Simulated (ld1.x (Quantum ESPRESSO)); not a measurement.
## ytterbium: one change to an ultrasoft potential, before and after

| Item | Value |
| --- | --- |
| Element | ytterbium (Yb) |
| Generator | ld1.x (Quantum ESPRESSO) 7.5 |
| Type | ultrasoft |
| Functional | PBEsol |
| Relativity | scalar-relativistic |
| Frozen core | [Kr] 4d10 |
| Valence charge | 24 |
| Reference configuration | 4f14 5s2 5p6 5d0 6s2 6p0 |
| Partial waves | 5s (bound): rcut 1.60, rcutus 1.80 bohr; 6s (bound): rcut 1.60, rcutus 1.80 bohr; 5p (bound): rcut 2.15, rcutus 2.40 bohr; 6p (bound, empty): rcut 2.15, rcutus 2.40 bohr; 5d (bound, empty): rcut 2.05, rcutus 2.45 bohr; 5d channel at 0.45 Ry: rcut 2.05, rcutus 2.45 bohr; 4f (bound): rcut 0.70, rcutus 0.80 bohr; 4f channel at 0.3 Ry: rcut 0.70, rcutus 0.80 bohr |
| Local potential | all-electron potential smoothed inside 1.80 bohr (lloc = -2) |
| Core correction | none |
| Augmentation charge | PSQ, inside the norm-conserving radii |

All-electron outer shells of the reference configuration (PBEsol, scalar-relativistic, ld1.x):

```tsv
shell	level (eV)	outermost node (bohr)	outermost maximum (bohr)
4p	-337.91	0.26	0.48
4d	-177.80	0.24	0.49
5s	-54.97	0.58	1.07
5p	-27.46	0.62	1.24
6s	-3.94	1.46	3.28
4f	-3.06	–	0.49
6p	-1.08	1.81	4.66
5d	-0.68	0.70	2.12
```

Change: waves 4f (bound): rcut 0.54, rcutus 0.58 bohr; 4f channel at 0.3 Ry: rcut 0.54, rcutus 0.58 bohr.

Cutoffs: the cutoffs (Ry, on a coarse ladder) from which the occupation-weighted sum of valence levels, in a spherical-Bessel basis at the reference potential, stays within 10 and 1 mRy of its value at 400 Ry; they do not see the model core or the augmentation charge, which bear on the density cutoff. Errors are all-electron minus pseudo energies relative to the spin-unpolarised reference configuration.

Problem. What does the change do?

Solution. The number of tests with a reliable result goes from 7 to 2 (the test run of the changed file stopped, so its transferability is not established); neither file shows a bound ghost.

| quantity | base | changed |
| --- | --- | --- |
| cutoffs, loose and tight | over 300 Ry, over 300 Ry | not determined |
| bound ghosts | none | none |
| tests with a reliable result | 7 of 7 | 2 of 7 (the test run stopped) |
| error for 4f14 5s2 5p6 5d0 6s1 6p0, meV [ΔE 6.54 eV] | -1.6 | -1.6 |
| error for 4f14 5s2 5p6 5d0 6s0 6p0, meV [ΔE 18.67 eV] | -1.9 | -1.4 |
| s: phases at 2.64 bohr within 0.05 rad from the reference energy up to (Ry; the scan ends near 5) | 4.8 | 4.8 |
| p: phases at 2.64 bohr within 0.05 rad from the reference energy up to (Ry; the scan ends near 5) | 0.8 | 0.8 |
| d: phases at 2.64 bohr within 0.05 rad from the reference energy up to (Ry; the scan ends near 5) | 2.9 | 2.9 |
| f: phases at 2.64 bohr within 0.05 rad from the reference energy up to (Ry; the scan ends near 5) | to the end of the scan | to the end of the scan |
| lowest overlap eigenvalue by channel | s 0.25, p 0.11, d 0.97, f 1.00 | s 0.25, p 0.11, d 0.97, f 1.00 |
